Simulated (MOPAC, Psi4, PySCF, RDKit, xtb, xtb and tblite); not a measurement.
Two geometries of SMILES O=C(O)[SiH2][GeH3], relaxed at GFN2-xTB with one dihedral held; other torsions can differ between them too.

Structure A

```
11

O      2.6178    -0.1174     0.6449
C      1.5224    -0.1383     0.1334
O      1.3482    -0.2767    -1.1787
Si    -0.0688     0.0274     1.1846
Ge     0.9721     0.2212     3.2619
H      2.2014    -0.3550    -1.6434
H     -0.8013     1.1968     0.6938
H     -0.8797    -1.1695     0.9507
H      1.8549     1.4191     3.3961
H      0.0220     0.3458     4.4203
H      1.8335    -0.9418     3.6307
```

Structure B

```
11

O     -2.7568    -0.2230     0.3996
C     -1.6060    -0.1414     0.0557
O     -1.2289    -0.2641    -1.2234
Si    -0.0868     0.0664     1.1954
Ge     0.6213    -2.1007     1.7166
H     -1.9934    -0.4167    -1.8065
H     -0.5202     0.8159     2.3745
H      0.9095     0.8141     0.4272
H     -0.4323    -3.0095     2.2713
H      1.7135    -2.1447     2.7432
H      1.1879    -2.8749     0.5639
```

**Question.** Which is lower in energy at the level DF-MP2 (frozen core)/cc-pVTZ // GFN2-xTB (Psi4 1.11), and by how much?

**Answer.** B is lower, by 3.35 kJ/mol (dihedral O1–C2–Si4–Ge5: 0° in A, 90° in B).

E(B) − E(A) in kJ/mol at the other levels, on the same two geometries: GFN2-xTB (xtb and tblite) 4.36; PBE/def2-TZVP // GFN2-xTB (Psi4) -6.80; PBE-D3(BJ)/def2-TZVP // GFN2-xTB (Psi4) -6.20; wB97X-D/def2-TZVP // GFN2-xTB (Psi4) -5.34; HF/cc-pVTZ // GFN2-xTB (Psi4) -5.15; UFF // GFN2-xTB (RDKit) -4.55; AM1, restricted, heats of formation // GFN2-xTB (MOPAC) -19.69; PM7, restricted, heats of formation // GFN2-xTB (MOPAC) -9.12; GFN1-xTB // GFN2-xTB (xtb) 3.51; restricted B3LYP/6-31G*, spherical d, density fitting // GFN2-xTB (PySCF) -5.16; restricted B3LYP/3-21G // GFN2-xTB (PySCF) 1.46; restricted Hartree-Fock/STO-3G // GFN2-xTB (PySCF) -9.60.
